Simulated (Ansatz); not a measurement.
Coupled-cluster run, C2H7Cl2NSi2 (`C=C[SiH](Cl)N[SiH2]Cl`).

```yaml
crystal:
  periodic: [false, false, false]
  atoms:
    - {symbol: C, position_ang: [-0.748456, 2.208028, -0.368721]}
    - {symbol: C, position_ang: [-0.385069, 1.070639, -0.955649]}
    - {symbol: Si, position_ang: [-1.115478, -0.540963, -0.435954]}
    - {symbol: Cl, position_ang: [-1.883401, -1.554016, -2.058569]}
    - {symbol: N, position_ang: [0.105767, -1.519521, 0.280453]}
    - {symbol: Si, position_ang: [1.643919, -1.032344, 0.854543]}
    - {symbol: Cl, position_ang: [1.546284, -0.017458, 2.648286]}
    - {symbol: H, position_ang: [-1.486717, 2.228532, 0.428424]}
    - {symbol: H, position_ang: [-0.327829, 3.167962, -0.653817]}
    - {symbol: H, position_ang: [0.353957, 1.101348, -1.753375]}
    - {symbol: H, position_ang: [-2.260424, -0.309761, 0.474845]}
    - {symbol: H, position_ang: [-0.177144, -2.452926, 0.548965]}
    - {symbol: H, position_ang: [2.276940, -0.105659, -0.104547]}
    - {symbol: H, position_ang: [2.457632, -2.243875, 1.095106]}
basis:
  gaussian: {orbitals: def2-TZVPP}
correlation: {method: ccsd_t}
```

```sh
$ ansatz run in.yaml --threads 2 --pin off --events-out ev --progress --plain --max-ram 32768MiB --backend cuda --devices 0, --max-vram 18GiB
```

Output of Ansatz, abridged:

```
Functional definition: HF
2097 factors; integrals over basis functions are off by at most 8.2e-4 eV
mean field evaluation 1: about -44387.3518 eV, gradient 4.3e1 eV
mean field evaluation 2: about -44387.7616 eV, gradient 4.4e1 eV
mean field evaluation 4: about -44392.3809 eV, gradient 4.7e0 eV
mean field evaluation 8: about -44392.4617 eV, gradient 2.5e-1 eV
mean field -44392.46207375 eV, -1631.3928909189 hartree, gradient 4.3e-6 eV, S^2 0.000000; 0 other end points of the search recorded, 0 dependent functions left out
23 core orbitals not correlated: weight in the atoms' cores, before any rotation towards them, 1.000 or more for the frozen orbitals, at most 0.000 for the correlated occupied ones
reference -44392.46207375 eV, -1631.3928909189 hartree; 21, 21 occupied and 315, 315 virtual orbitals, 2097 factors
second order -31.17986640 eV of doubles, -0.00000000 eV of singles
cycle   1  -32.35370912 eV  change    -1.2e0 eV  update   1.1e-1
cycle   2  -33.13064720 eV  change   -7.8e-1 eV  update   3.4e-2
cycle   3  -33.26475097 eV  change   -1.3e-1 eV  update   1.5e-2
cycle   4  -33.25173027 eV  change    1.3e-2 eV  update   3.9e-3
cycle   5  -33.25189773 eV  change   -1.7e-4 eV  update   1.7e-3
cycle   6  -33.25249828 eV  change   -6.0e-4 eV  update   4.5e-4
cycle   7  -33.25239430 eV  change    1.0e-4 eV  update   1.8e-4
cycle   8  -33.25242300 eV  change   -2.9e-5 eV  update   5.8e-5
cycle   9  -33.25244037 eV  change   -1.7e-5 eV  update   2.4e-5
perturbative correction -1.43939505 eV, -0.0528967925 hartree
Total energy: -44427.15390917 eV, -1632.6677923555 hartree
```

Run time 11 s (2 threads of an AMD EPYC 7R13 on a shared host and a share of an NVIDIA H100 80 GB); peak host memory 0.85 GiB.

The correlation energy is -34.692 eV, 4.1 % of it from (T); the T1 diagnostic reads 0.0103.
